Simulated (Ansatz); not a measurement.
A structure relaxed at PBE0-D4/def2-TZVP, charge 0, multiplicity 1:

```csv
atom,x (Å),y (Å),z (Å)
Cl1,1.567,-0.816,-2.062
Sn2,0.451,-0.385,-0.080
Cl3,1.416,-1.736,1.535
Se4,-1.946,-1.107,-0.147
Se5,0.842,2.052,0.342
H6,-2.257,-0.015,-1.081
H7,-0.073,2.007,1.493
```

Question: Give its formula and SMILES.

Answer: Cl2H2Se2Sn, `[Cl][Sn]([Cl])([SeH])[SeH]`.

Question: Point group (tolerance 0.08 Å, 0.16 Å for H)?

Answer: C2.

Question: Summarise the bond lengths by kind.

Answer: 2 × Cl–Sn 2.315 Å; 2 × Se–Sn 2.504 Å; 2 × H–Se 1.471 Å.

Results of the Gaussian-basis code of Ansatz.
